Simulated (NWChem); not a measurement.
System: C3H3NO2; SMILES c1oc(oc1)=N

Give the equilibrium geometry at PBE0/def2-SVP (NWChem) as a Z-matrix, with the point group.

point group Cs; any orientation.
```
C
N 1 1.2523
H 2 1.0181 1 110.77
O 1 1.3588 2 123.55 3 180.00
C 4 1.3660 1 107.52 2 180.00
C 5 1.3334 4 108.82 1 0.00
O 1 1.3679 2 128.46 3 0.00
H 6 1.0853 5 133.59 4 180.00
H 5 1.0854 6 133.38 8 0.00
```
